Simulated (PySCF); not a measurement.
# Do core-level shifts follow atomic charges?

Species: C4H5BF3N.
Numbering: `[BH3-:1][N+:2]#[C:3][CH2:4][C:5]([F:6])=[C:7]([F:8])[F:9]`

Binding energies: delta-SCF UKS SCAN, pcX-2 on the ionised atom, pcseg-1 elsewhere, spin-free X2C (PySCF 2.14.0). Charges: PBE0/pcSseg-1 ground-state density, for the ionised atom.

```
atom           environment  C 1s (eV)  Mulliken (e)  IAO (e)  Hirshfeld (e)  ESP (e)
  C3  triply bonded carbon     293.06        +0.282   +0.198         +0.160   +0.397
  C4        allylic carbon     293.85        -0.172   -0.303         -0.037   -0.379
  C5    vinylic C–F carbon     294.31        +0.088   +0.183         +0.043   +0.076
  C7           =CF2 carbon     296.33        +0.571   +0.525         +0.159   +0.296
```

Task: Give the correlation coefficient and slope of binding energy on charge for each scheme.

Result: IAO: r = 0.63, slope 2.6 eV per e; Mulliken: r = 0.63, slope 2.8 eV per e; Hirshfeld: r = 0.28, slope 4.1 eV per e; ESP: r = 0.17, slope 0.7 eV per e. On 4 points no scheme stands out.

Task: The point-charge model writes a binding energy as kq + V + constant, with V the potential of the other atoms' charges at the site. What does it give with the ESP charges?

Result: V = Σ 14.40 eV Å × q/r over all other atoms: -3.74 eV at C3, +8.08 eV at C4, +0.52 eV at C5, -1.97 eV at C7. Fitting binding energy − V to q gives k = 15.7 eV per e and leaves an rms residual of 1.14 eV, against 1.19 eV for the fit on q alone. The model has no term for differences in relaxation between sites.

Geometry: PBE0-D3(BJ)/def2-SVP, one conformer, isolated molecule.

Conformer computed: `[BH3-:1][N+:2]#[C:3][CH2:4][C:5]([F:6])=[C:7]([F:8])[F:9]`: C3–C4–C5–F6 64°.
